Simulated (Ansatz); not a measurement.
Isolated molecules relaxed with PBE0-D4/def2-TZVP in Ansatz; ΔE leaves out vibrations. CCSD(T)/CBS adds triple-zeta CCSD(T) − MP2 to the extrapolated MP2 energy (def2 sets, frozen cores). This one scheme is used for every species. For Br outer-core shells are correlated without core-valence functions, which leaves a few kJ/mol of doubt a bond. Scalar relativity is left out up to krypton. Each species was taken in one conformer, which may not be the lowest.

Reaction (cleavage of the Al–Si bond): `[SiH3][AlH][SH]` + HBr → `[SH][AlH][Br]` + SiH₄

`[SiH3][AlH][SH]`:

```xyz
8

Si    0.541    1.404    0.410
Al   -0.074   -0.755   -0.564
S    -1.476   -1.982    0.578
H    -0.089    1.612    1.743
H     0.116    2.523   -0.479
H     2.019    1.510    0.576
H     0.454   -1.330   -1.944
H    -1.490   -2.982   -0.320
```

HBr:

Z-matrix (Å, degrees):
```
Br
H 1 1.420
```

`[SH][AlH][Br]`:

Cartesian coordinates in Å:
```
S -1.406 0.533 -0.814
Al 0.208 -0.599 0.092
Br 1.858 0.518 1.144
H -0.888 1.715 -0.435
H 0.227 -2.166 0.014
```

SiH₄:

Cartesian coordinates in Å:
```
Si 0.000 0.000 0.000
H -0.620 0.115 -1.344
H 1.448 -0.293 -0.147
H -0.653 -1.100 0.754
H -0.175 1.277 0.737
```

```
          species  SCS-MP2/def2-QZVPP energy (Eh)
`[SiH3][AlH][SH]`                      -931.82239
              HBr                     -2573.60185
  `[SH][AlH][Br]`                     -3214.05044
             SiH₄                      -291.43864
```

(1) Work out ΔE.

Largest T1 diagnostic among the species: 0.013.

Results:

(1) ΔE = (-3214.05044) + (-291.43864) − (-931.82239) − (-2573.60185) = -0.06484 Eh = -170.2 kJ/mol. CCSD(T)/CBS gives -160.6 kJ/mol.

From PBE to PBE0 (25 % exact exchange), in def2-TZVPP and without D4, ΔE moves by −7.9 kJ/mol. Leaving LDA and LC-ωPBE aside and taking each functional with its dispersion term where it has one, the values, not all of them listed here, spread over 26.1 kJ/mol, from BHLYP-D4 to PBE-D4.
